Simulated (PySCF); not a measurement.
Cartesian coordinates in Å; atom numbers follow the order of the lines, from 1:
```xyz
15

F     3.377   -0.077   -0.314
C     2.041   -0.046   -0.188
C     1.392    1.176   -0.239
C     0.017    1.205   -0.107
C    -0.682    0.018    0.077
C    -2.180    0.050    0.196
F    -2.632    1.189    0.743
F    -2.785   -0.055   -1.004
F    -2.663   -0.952    0.945
C    -0.018   -1.202    0.119
C     1.358   -1.237   -0.012
H     1.960    2.081   -0.380
H    -0.513    2.144   -0.140
H    -0.575   -2.116    0.259
H     1.899   -2.169    0.022
```

- PBE0/pcSseg-1 with gauge-including orbitals
- geometry: GFN2-xTB
- code: PySCF 2.14.0 with density-fitted response routines
- gas phase, averaged over atoms made equivalent by symmetry, fast rotation or ring inversion, non-relativistic Hamiltonian, a single conformation

Shifts are taken against calculated references (same method and geometry level): ¹³C (σ = 186.93 ppm) vs TMS.

**Question.** Do the ¹³C shifts follow the atomic charges (in e)? Tabulate both.

**Answer.** 
```tsv
atoms	hybridisation	δ (ppm)	σ para (ppm)	Hirshfeld	IAO	Mulliken	ESP-fitted
C2	sp2	174.7	-242	+0.10	+0.31	+0.34	+0.40
C4/C10	sp2	134.7	-198	-0.04	-0.13	+0.06	-0.07
C6	sp3	133.3	-186	+0.26	+0.80	+0.93	+0.60
C5	sp2	133.2	-212	-0.04	-0.07	-0.46	-0.15
C3/C11	sp2	121.8	-191	-0.06	-0.19	-0.14	-0.31
```

Correlation coefficients of δ with charge over these carbons: Hirshfeld +0.31, IAO +0.30, Mulliken +0.26, ESP-fitted +0.55; with the paramagnetic shielding -0.91. Among the 4 sp2 carbons alone: Hirshfeld +0.99, IAO +0.99, Mulliken +0.75, ESP-fitted +1.00. With so few points, grouped by hybridisation, these coefficients are fragile. Charge is one influence among several: hybridisation and low-lying excitations act through the paramagnetic term.

Shifts are as computed. Against solution values, carbons near 30 ppm lie about +3 ppm off and those near 130 ppm about +5 ppm. Of 1211 compounds with measured shifts, 218 miss one by over three times the rms of a fit or turn the order of signals round; such compounds aren't used in these exercises.
